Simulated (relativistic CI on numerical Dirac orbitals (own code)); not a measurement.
## Ni³⁺ (3d7) in a crystal field

Calculated by Dirac-Coulomb-Breit CI, orbitals from a KLI potential per configuration, model QED, valence Slater integrals scaled by 0.9, one configuration in a parametric crystal field (own radial code). With so little scaling, terms lie 10 to 35 % too far apart, which can change the order of excited levels.

Field parameters in Wybourne normalisation: D4h B²₀ = −7Ds, B⁴₀ = 21(Dq − Dt), B⁴₄ = 21√(5/14) Dq. The field is a parameter set, without covalency.

S is read from ⟨S²⟩ = S(S + 1).

Powder χT (cm³ K mol⁻¹) by Van Vleck's formula, with temperature-independent terms:

```
                                        Field    2 K    5 K   10 K   20 K   50 K  100 K  200 K  300 K
D4h, 10Dq = 24400, Ds = -1500, Dt = -500 cm⁻¹  0.428  0.428  0.429   0.43  0.434   0.44  0.453  0.466
D4h, 10Dq = 24400, Ds = -1090, Dt = -500 cm⁻¹  0.428  0.429  0.429  0.431  0.435  0.441  0.454  0.467
 D4h, 10Dq = 24400, Ds = -680, Dt = -500 cm⁻¹  0.429  0.429   0.43  0.431  0.435  0.442  0.455  0.468
 D4h, 10Dq = 24400, Ds = -270, Dt = -500 cm⁻¹   0.43   0.43  0.431  0.432  0.436  0.443  0.456   0.47
  D4h, 10Dq = 24400, Ds = 140, Dt = -500 cm⁻¹  0.431  0.432  0.432  0.434  0.438  0.445  0.458  0.472
  D4h, 10Dq = 24400, Ds = 550, Dt = -500 cm⁻¹  0.434  0.435  0.435  0.437  0.452  0.481   0.52  0.551
  D4h, 10Dq = 24400, Ds = 950, Dt = -500 cm⁻¹  0.548  0.549  0.551  0.554  0.565  0.582  0.618  0.654
 D4h, 10Dq = 24400, Ds = 1360, Dt = -500 cm⁻¹  0.546  0.547  0.549  0.552  0.563   0.58  0.614   0.65
```

Question: For D4h, 10Dq = 24400, Ds = -680, Dt = -500 cm⁻¹: what effective moment follows at 300 K?

Answer: μ_eff = √(8χT) = 1.93 μB. The ground level has S = 0.53; the spin-only moment for S = 1/2 is 1.73 μB. The difference comes from the orbital moment, spin-orbit mixing of terms and temperature-independent paramagnetism, all larger in this ionic model than in covalent complexes.
